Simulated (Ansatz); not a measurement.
Geometry optimisation, UKS LDA/def2-SVP (Ansatz).

Input file:

```yaml
crystal:
  periodic: [false, false, false]
  atoms:
    - { symbol: Si, position_ang: [-0.03072, 1.6674, -0.21923] }
    - { symbol: C, position_ang: [0.27623, 0.11534, 0.6298] }
    - { symbol: B, position_ang: [0.17043, -1.18586, -0.04379] }
    - { symbol: S, position_ang: [-0.02856, -2.59327, -0.82896] }
    - { symbol: H, position_ang: [-1.18432, 1.82527, -1.11706] }
    - { symbol: H, position_ang: [0.79695, 0.17111, 1.57925] }
magnetization:
  spin_polarized: true
  initial_magnetization: 1
basis:
  gaussian: { orbitals: def2-SVP }
hamiltonian:
  xc: lda
relax:
  f_tol: 0.02
  max_steps: 50
```

Command:

```bash
$ ansatz run input.yaml --threads 2 --pin off --max-ram 3072MiB --backend cpu --events-out ev --progress --plain --runs-dir out
```

Where does it end, and by what steps?

The forces met the threshold. After 12 steps the energy has fallen by 0.261 eV; H5 moved furthest, 0.85 Å.

```
step  energy less start (eV)  largest force component (eV/Å)  accepted
   0                  0.0000                           1.396       yes
   1                 -0.0931                           0.972       yes
   2                 -0.1521                           0.554       yes
   3                 -0.1867                           0.520       yes
   4                 -0.2160                           0.303       yes
   5                 -0.2266                           0.115       yes
   6                 -0.2478                           0.139       yes
   7                 -0.2424                           0.321        no
   8                 -0.2537                           0.042       yes
   9                 -0.2592                           0.076       yes
  10                 -0.2610                           0.065       yes
  11                 -0.2614                           0.029       yes
  12                 -0.2614                           0.014       yes
```

```xyz
6
Properties=species:S:1:pos:R:3
Si -0.263 1.538 -0.054
C 0.455 0.203 0.810
B 0.092 -0.906 -0.072
S -0.353 -2.101 -1.114
H -0.950 1.035 -1.325
H 1.018 0.230 1.755
```

Whether the end is a true minimum wasn't checked by a vibrational analysis.

Run time: 12 s on 2 threads of Intel(R) Xeon(R) Platinum 8488C (Sapphire Rapids), on a shared host, peak memory 0.19 GiB.
